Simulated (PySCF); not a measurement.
Bond stretch in NaI, singlet. Each curve is given relative to its own lowest point near equilibrium.

```csv
R / Å,A,B,C
2.04,2.888,2.853,3.239
2.16,1.689,1.664,2.002
2.31,0.773,0.758,1.010
2.45,0.305,0.297,0.463
2.58,0.087,0.083,0.175
2.63,0.043,0.040,0.107
2.71,0.005,0.004,0.034
2.78,0.000,0.000,0.003
2.89,0.032,0.034,0.000
2.98,0.085,0.088,0.031
3.15,0.229,0.237,0.146
3.34,0.430,0.444,0.329
3.69,0.836,0.865,0.729
4.04,1.230,1.277,1.139
4.44,1.636,1.701,1.567
4.88,2.021,2.102,1.969
5.47,2.445,2.537,2.507
5.91,2.701,2.786,2.590
6.63,3.028,2.966,2.626
7.34,3.267,3.488,2.635
8.13,3.468,3.680,2.639
```

Energies in eV.

Problem. Which curve belongs to which method? The methods are CCSD(T) on RHF/def2-SVP, 5 core orbitals frozen, def2 effective core potentials past Kr (PySCF); RHF/def2-SVP, def2 effective core potentials past Kr (PySCF 2.14.0); unrestricted MP2 (frozen core)/3-21G in PySCF 2.14.0.

Solution. A is RHF; B is RCCSD(T); C is UMP2/3-21G.

The restricted form behind RHF keeps the bonding electrons paired and can't separate into open-shell fragments. The T1 diagnostic of CCSD on the restricted reference of RCCSD(T) exceeds 0.045 at 6.63 to 8.13 Å. The unrestricted determinant behind UMP2/3-21G is spin-contaminated at 5.47 to 8.13 Å (<S²> up to 1.0, against 0.00 for a pure singlet).
